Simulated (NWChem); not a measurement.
# CH4F2OSi; SMILES CO[SiH](F)F

```xyz
9

Si    -0.0434    -0.4830     0.3434
F      1.4711    -0.7415    -0.1902
F     -1.0009    -1.6253    -0.2850
O     -0.6045     0.9564    -0.2253
C      0.0464     2.2113    -0.0985
H     -0.0388    -0.5991     1.8251
H      1.0663     2.1922    -0.5409
H      0.1298     2.5303     0.9650
H     -0.5542     2.9704    -0.6377
```
Atoms are numbered in this order, from 1.

Level: PBE-D3(BJ)/def2-SVP (NWChem), optimised geometry, unscaled harmonic frequencies. 

| frequency (cm⁻¹) | IR intensity (km/mol) |
|---|---|
| 13 | 2.9 |
| 84 | 0.2 |
| 135 | 2.7 |
| 271 | 12.6 |
| 323 | 5.8 |
| 384 | 55.8 |
| 736 | 46.6 |
| 795 | 45.0 |
| 804 | 13.6 |
| 909 | 218.9 |
| 966 | 191.4 |
| 1129 | 139.9 |
| 1134 | 0.2 |
| 1181 | 201.6 |
| 1423 | 7.9 |
| 1425 | 3.9 |
| 1429 | 3.4 |
| 2260 | 99.2 |
| 2938 | 57.7 |
| 3017 | 29.5 |
| 3061 | 18.5 |

```
Property                                                                            Value
-----------------------------------------------------------------------  ----------------
zero-point energy                                                           34.9 kcal/mol
thermal correction to the enthalpy at 298.15 K (with zero-point energy)     39.7 kcal/mol
heat capacity Cv                                                         20.7 cal/(mol K)
entropy at 298.15 K and 1 atm (symmetry number 1)                        85.3 cal/(mol K)
dipole moment                                                                      2.41 D
```

Rigid rotor and harmonic oscillator; modes under 100 cm⁻¹ make the entropy uncertain.
